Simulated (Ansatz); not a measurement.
`OB[NH][AlH2]`, 9 atoms. The species carries charge 0 and has multiplicity 1. All runs use 2 threads of an Arm Neoverse V2 on a shared host. Correlated methods freeze the cores.

(1) How many basis functions does each run have, and how long does it take in Ansatz? RKS ωB97M-V/def2-SVP energy; RKS PBE0-D4/def2-TZVPP energy; RHF-CCSD(T)/def2-SVP energy; RKS r2SCANh-D4/def2-TZVPP energy; RHF-CCSD(T)/def2-TZVPP energy; RHF-MP2/def2-QZVPP energy; RKS PBE0-D4/def2-TZVP relaxation (7 steps); RKS r2SCAN-D4/def2-TZVPP energy and forces; RKS ωB97M-V/def2-QZVPP energy; RKS PBE0-D4/def2-SVP energy; direct RPA on PBE orbitals/def2-TZVPP energy; RKS PBE0-D4/def2-QZVPP energy. (Best estimate.)

## Answers

(1) Computed: Other jobs shared the machine, so times are rough.

| level | job | functions | wall time | peak host memory (GiB) |
| --- | --- | --- | --- | --- |
| RKS PBE0-D4/def2-SVP | energy | 85 | 1.1 s | 0.41 |
| RHF-CCSD(T)/def2-SVP | energy | 85 | 2.4 s | 0.41 |
| RKS PBE0-D4/def2-TZVPP | energy | 205 | 2.9 s | 0.37 |
| RKS ωB97M-V/def2-SVP | energy | 85 | 4.2 s | 0.41 |
| RKS r2SCAN-D4/def2-TZVPP | energy and forces | 205 | 4.7 s | 0.23 |
| RKS r2SCANh-D4/def2-TZVPP | energy | 205 | 5.5 s | 0.44 |
| direct RPA on PBE orbitals/def2-TZVPP | energy | 205 | 7 s | 0.44 |
| RKS PBE0-D4/def2-QZVPP | energy | 391 | 7.5 s | 1 |
| RHF-MP2/def2-QZVPP | energy | 391 | 18 s | 1.8 |
| RKS ωB97M-V/def2-QZVPP | energy | 391 | 21 s | 1.2 |
| RKS PBE0-D4/def2-TZVP | relaxation (7 steps) | 160 | 24 s | 0.31 |
| RHF-CCSD(T)/def2-TZVPP | energy | 205 | 60 s | 2.6 |
